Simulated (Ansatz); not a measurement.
Species: trifluoromethoxyethene, C$_{3}$H$_{3}$F$_{3}$O, charge 0, multiplicity 1. SMILES: C=COC(F)(F)F
Coordinates optimised at B3LYP-D3(BJ)/def2-TZVP (Ansatz, a first-principles code):
```
O
C 1 1.3523
F 2 1.3299 1 107.48
F 2 1.3441 3 108.28 1 121.98
F 2 1.3441 3 108.28 1 -121.98
C 1 1.3872 2 121.26 3 180.00
C 6 1.3207 1 128.40 2 0.00
H 7 1.0787 6 124.11 1 0.00
H 6 1.0794 7 123.62 8 -180.00
H 7 1.0799 8 117.94 6 -180.00
```

Atomisation energy built up term by term with Ansatz (kcal/mol; UHF references for open shells; valence terms freeze the core; atomic spin-orbit terms are left out). CBS marks a two-point X^-3 extrapolation of the correlation energy; Hartree-Fock from the larger set.

```json
[
 {"term": "Hartree-Fock", "basis": "cc-pVQZ", "kcal/mol": "691.17"},
 {"term": "CCSD correlation", "basis": "CBS(cc-pVTZ,cc-pVQZ)", "kcal/mol": "286.36"},
 {"term": "(T)", "basis": "CBS(cc-pVTZ,cc-pVQZ)", "kcal/mol": "24.21"},
 {"term": "core correlation", "basis": "cc-pwCVTZ", "kcal/mol": "3.75"},
 {"term": "scalar relativity (X2C)", "basis": "cc-pVTZ-DK against cc-pVTZ", "kcal/mol": "-1.28"},
 {"term": "sum: De", "basis": "", "kcal/mol": "1004.2"}
]
```

(T) makes 2.4 % of the CCSD(T) atomisation energy; under 5 % is typical of single-reference molecules.
